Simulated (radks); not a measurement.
These are the eigenvalues of the occupied orbitals of an atom or ion with whole-number occupations (Ry). Calculated with a radial shooting solver on a logarithmic mesh with Libxc functionals: scalar-relativistic Kohn-Sham, r2SCAN, spin-polarised, spherical densities, finite nucleus; meta-GGA in the generalised Kohn-Sham scheme; Fermi nuclear charge, rms radius of each element as measured or else 0.836 A^(1/3) + 0.57 fm.

orbital  eigenvalue
1s up     -2743.420
1s down   -2743.419
2s up     -435.3401
2s down   -435.3398
2p up     -390.1863
2p down   -390.1860
3s up     -92.75277
3s down   -92.75215
3p up     -78.18940
3p down   -78.18873
3d up     -57.06203
3d down   -57.06136
4s up     -18.74200
4s down   -18.74020
4p up     -14.01747
4p down   -14.01559
4d up      -7.13495
4d down    -7.13231
5s up      -2.96491
5s down    -2.95975
5p up      -1.83433
5p down    -1.82841
6s up      -0.58277

Which element is it, and in what charge state? The configuration may be excited. Open shells, if any, are filled with parallel spins first.

Answer. Z = 56, barium, charge +1: Ba+ in [Xe] 6s1. The list shows which subshells hold electrons but not how many an open one holds; the 1s level, -1371.7 hartree, gives Z - s = 52.4 by -(Z - s)^2/2, which with screening and relativity narrows Z to a few neighbours, and the depths of the outer levels then fix element, charge and occupations together.
